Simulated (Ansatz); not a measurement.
The cluster Rb₃H₃⁻ (the lowest doublet isomer of a short search). Total charge -1; doublet. Geometry PBE0-D4/def2-TZVPD, basis def2-TZVPD, Ansatz.

```xyz
6

Rb   -0.587    0.751    1.948
Rb    1.835    0.337   -0.838
Rb   -1.969   -1.838   -1.988
H     1.903    1.568    1.515
H     0.082   -2.022    0.506
H    -1.264    1.204   -1.143
```

```json
{"run": "A", "HOMO (eV)": "-0.08", "LUMO (eV)": "1.71"}
{"run": "B", "HOMO (eV)": "0.85", "LUMO (eV)": "1.00"}
{"run": "C", "HOMO (eV)": "0.44", "LUMO (eV)": "1.32"}
{"run": "D", "HOMO (eV)": "0.56", "LUMO (eV)": "1.24"}
{"run": "E", "HOMO (eV)": "0.78", "LUMO (eV)": "1.10"}
{"run": "F", "HOMO (eV)": "0.66", "LUMO (eV)": "1.16"}
```

In the def2 sets Rb takes a core potential; there is no spin–orbit coupling. B3LYP takes the VWN-RPA correlation. HOMO above LUMO, or a gap near zero within one spin, warns that the state may not be the lowest or that an electron is smeared out. The order of the spin states hangs on the level: the quartet lies 1.66 eV below the doublet at PBE0-D4/def2-TZVPD, but 0.14 eV above it at ωB97M-V/def2-TZVPD. Another isomer (doublet) lies 0.05 eV lower at r2SCAN-D4/def2-TZVPD.

HOMO and LUMO are taken over both spins.

Question: The runs used B3LYP, BLYP, PBE0, r2SCAN, r2SCANh, ωB97M-V. Estimate which is which.

Answer: A ωB97M-V (range-separated); B BLYP (0 % exact exchange); C PBE0 (25 % exact exchange); D B3LYP (20 % exact exchange); E r2SCAN (0 % exact exchange); F r2SCANh (10 % exact exchange). Exact exchange lowers occupied and raises empty levels; among semilocal functionals meta-GGAs tend to open the gap a little, and such runs are hard to tell apart. The gap grows from 0.15 eV (BLYP) to 1.79 eV (ωB97M-V). At BLYP-D4/def2-TZVPD, PBE0-D4/def2-TZVPD, B3LYP-D4/def2-TZVPD, r2SCAN-D4/def2-TZVPD and others the highest occupied level of the charge -1 doublet lies above zero (up to 0.85 eV). By energy differences its removal costs 0.90 eV (vertical, to the charge 0 singlet, at PBE0-D4/def2-TZVPD). At BLYP-D4/def2-TZVPD the gap within one spin of the charge -1 doublet nearly closes, so an electron or hole may be smeared out by delocalisation error.
